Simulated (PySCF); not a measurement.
A PySCF script (with the pyscf-properties extension) for the NMR shieldings of `C#C[Si@@]([SiH3])(P)CC`, C$_{4}$H$_{11}$PSi$_{2}$, on a GFN2-xTB geometry:

```python
import basis_set_exchange as bse
import numpy as np
from pyscf import gto, dft
from pyscf.prop import nmr

atoms = """
C    -2.685678    2.080464    0.049774
C    -1.706041    1.385563   -0.029783
Si   -0.135639    0.392689   -0.166829
Si    0.077699   -0.585884   -2.277044
P     1.630391    1.737358    0.322344
C    -0.204288   -0.895900    1.256345
C     1.072075   -1.724629    1.316059
H    -3.551379    2.674894    0.124668
H     1.456691   -0.531003   -2.768720
H    -0.766030    0.072735   -3.275224
H    -0.319332   -1.995601   -2.239621
H     1.438252    2.549714   -0.780677
H     0.909870    2.591530    1.138006
H    -0.353604   -0.393916    2.214163
H    -1.061723   -1.554539    1.112166
H     1.045973   -2.424840    2.149732
H     1.204961   -2.295493    0.398065
H     1.939042   -1.076825    1.444919
"""
names = dict.fromkeys(["C", "Si", "P", "H"], "pcSseg-1")
basis = {el: gto.basis.parse(bse.get_basis(n, elements=[el], fmt="nwchem")) for el, n in names.items()}
mol = gto.M(atom=atoms, basis=basis, charge=0, verbose=0)
mf = dft.RKS(mol, xc="PBE0")
mf.grids.level = 2
mf.grids.alignment = dft.numint.BLKSIZE   # the property module wants whole blocks of grid points
mf.conv_tol = 1e-9
mf.kernel()

calc = nmr.RKS(mf)   # GIAO
C = mf.mo_coeff
Co = C[:, mf.mo_occ > 0]
resp = mf.gen_response(singlet=True, hermi=2)
def vind(x):   # induced exchange potential for any number of trial vectors
    d = np.einsum("pi,xij,qj->xpq", C, 2 * x.reshape(-1, C.shape[1], Co.shape[1]), Co, optimize=True)
    return np.einsum("xpq,pi,qj->xij", resp(d - d.transpose(0, 2, 1)), C, Co, optimize=True).ravel()
mo1, _ = nmr.rhf.solve_mo1(calc, with_cphf=vind)
sigma = calc.kernel(mo1)
for i, s in enumerate(sigma):   # ppm
    w = np.linalg.eigvalsh((s + s.T) / 2)
    print("%2d %-2s iso %8.1f  s11 %8.1f  s22 %8.1f  s33 %8.1f" % (i, mol.atom_pure_symbol(i), w.mean(), *w))
```

Task: Give the expected output.

Result: 
```
 0 C  iso     80.9  s11      3.9  s22      5.8  s33    232.9
 1 C  iso     94.2  s11     -7.9  s22     -3.1  s33    293.5
 2 Si iso    388.9  s11    349.4  s22    391.2  s33    426.0
 3 Si iso    459.5  s11    449.4  s22    449.9  s33    479.2
 4 P  iso    590.2  s11    525.5  s22    603.2  s33    641.9
 5 C  iso    172.6  s11    165.4  s22    172.3  s33    180.0
 6 C  iso    176.2  s11    170.2  s22    171.8  s33    186.7
 7 H  iso     29.5  s11     24.5  s22     24.6  s33     39.4
 8 H  iso     28.3  s11     24.6  s22     26.7  s33     33.6
 9 H  iso     28.1  s11     24.5  s22     26.1  s33     33.8
10 H  iso     28.2  s11     24.4  s22     26.5  s33     33.6
11 H  iso     30.4  s11     25.4  s22     27.9  s33     37.9
12 H  iso     30.2  s11     25.0  s22     27.4  s33     38.2
13 H  iso     30.7  s11     26.3  s22     29.3  s33     36.5
14 H  iso     30.5  s11     26.0  s22     29.1  s33     36.6
15 H  iso     30.3  s11     25.1  s22     27.1  s33     38.7
16 H  iso     31.0  s11     25.9  s22     30.4  s33     36.8
17 H  iso     30.4  s11     24.6  s22     31.1  s33     35.5
```

These numbers come from an equivalent density-fitted implementation of the same equations, which agrees with the script to about 0.01 ppm for H and up to a few tenths of a ppm for heavy atoms, so last digits may differ.

Task: Turn these shieldings into chemical shifts. References, each an isolated molecule treated in the same way: TMS for 13C (σref 186.93) and 29Si (σref 349.16) and 1H (σref 31.72); 31P (σref 318.38) vs H3PO4.

Result: Averaging equivalent atoms: C 0: 106.1; C 1: 92.8; C 5: 14.4; C 6: 10.7; Si 2: -39.7; Si 3: -110.3; P 4: -271.8; H 8/9/10: 3.51; H 7: 2.22; H 11/12: 1.40; H 14: 1.18; H 15/16/17: 1.13; H 13: 1.05 ppm. Experimental scales use liquid or dissolved standards, which lie at an offset from isolated H3PO4.

Size and cost of the density-fitted run: 195 basis functions, 68 s wall time on 1 thread of an Arm Neoverse N1, shared host; peak memory 0.8 GiB.
